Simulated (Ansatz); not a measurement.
C₂H₅ClGa, SMILES `C[CH2][Ga][Cl]` radical, charge 0, multiplicity 2.

(1) Give a relaxed structure at PBE0-D4/def2-TZVP (the Gaussian-basis code of Ansatz). (An estimate is asked.)

Results:

(1) The calculation gave: 
Z-matrix (Å, degrees):
```
C
C 1 1.518
H 1 1.092 2 111.9
H 1 1.095 2 110.6 3 119.8
H 1 1.091 2 111.9 3 -120.1
Ga 2 2.028 1 113.0 3 61.2
H 2 1.094 1 112.6 3 179.8
H 2 1.093 1 112.8 3 -59.0
Cl 6 2.190 2 114.6 1 8.7
```
This is one stationary point; other conformers may exist.
